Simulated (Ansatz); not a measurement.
Two isomers of C2H8BFSi: A = `BC[SiH2]CF`, B = `BC(C)(F)[SiH3]`.

Calculated with Ansatz (gas phase, PBE0-D4/def2-TZVP geometries, no zero-point term in ΔE). CBS: MP2 limit from def2 TZ/QZ plus the TZ coupled-cluster correction, frozen cores. DFT in def2-TZVPP. One conformer a species, not always the lowest.

Question: Which is lower in electronic energy at CCSD(T)/CBS, and by how much? (Best estimate.)

Answer: Computed: A, by 10.1 kcal/mol.

Question: Give E(B) − E(A) in kcal/mol with B2PLYP, LDA (SPW92), HF/def2-TZVPP, r2SCAN-D4, BLYP-D4, CCSD(T)/def2-TZVPP, PBE-D4. (Estimate.)

Answer: Computed: B2PLYP 10.6, LDA (SPW92) 4.3, HF/def2-TZVPP 14.5, r2SCAN-D4 8.6, BLYP-D4 8.5, CCSD(T)/def2-TZVPP 9.9, PBE-D4 7.5. None reverses the order clearly.

Question: Does the order hold for the free energy at 298.15 K (harmonic terms from PBE0-D4)? (Best estimate.)

Answer: The calculation gave: Yes: G(B) − G(A) = +9.8 kcal/mol, for one conformer each. Modes under 60 cm⁻¹, often nearly free rotors, make the harmonic entropy too high.

Largest T1 diagnostic: 0.013.

In def2-TZVPP, CCSD(T) changes the Hartree–Fock value by −4.6 kcal/mol (the triples alone add −1.0 kcal/mol) and MP2 by −4.1 kcal/mol. From PBE to PBE0 (25 % exact exchange), in def2-TZVPP and without D4, E(B) − E(A) moves by +1.4 kcal/mol.
